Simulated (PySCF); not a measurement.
H₂BFS (SMILES FBS), singlet, geometry from GFN2-xTB. Base run: M062X/cc-pVDZ, TDDFT (PySCF).

Here is a job for PySCF.
```python
from pyscf import gto, scf, dft, tdscf

mol = gto.Mole()
mol.atom = '''
    B    -0.46052258   -0.51399257    0.39504089
    F     0.46286313   -1.21353899    1.01574194
    H    -1.58293574   -0.79676117    0.56581007
    S     0.05461388    0.81747405   -0.66460220
    H    -1.15404162    1.20899012   -1.04905674
'''
mol.basis = 'cc-pvdz'
mol.verbose = 4
mol.build()

mf = dft.RKS(mol)
mf.xc = 'm062x'
mf.kernel()
td = mf.TDDFT()
td.nstates = 5
td.kernel()
td.analyze()
```

The base run was repeated with changes; each row names its change, and settings that it needs were set with it.

```tsv
change	first excitation (eV)	oscillator strength of the first	second (eV)	core-seconds (rough)
base	6.80	0.000	7.06	60
functional = lc_wpbe	…	0.000	…	30
response = Tamm-Dancoff	6.84	0.000	7.12	30
conv_tol = 1e-3	6.80	0.000	7.06	40
nstates = 15	6.80	0.000	7.06	60
functional = blyp	6.48	0.000	6.63	8
functional = b3lyp	6.80	0.000	6.91	20
basis = def2-SVP	6.86	0.000	7.15	60
functional = camb3lyp	…	0.000	…	30
guess vectors = 13 for 5 states	6.80	0.000	7.06	50
basis = 6-31+G*	…	…	…	80
```

**Question.** Fill in the missing entries.

**Answer.** 
- functional = lc_wpbe, first excitation (eV): 7.03
- functional = lc_wpbe, second (eV): 7.35
- functional = camb3lyp, first excitation (eV): 6.92
- functional = camb3lyp, second (eV): 7.10
- basis = 6-31+G*, first excitation (eV): 6.66
- basis = 6-31+G*, oscillator strength of the first: 0.025
- basis = 6-31+G*, second (eV): 6.82

An iterative solver can miss low states, so a row lists the states that it found.
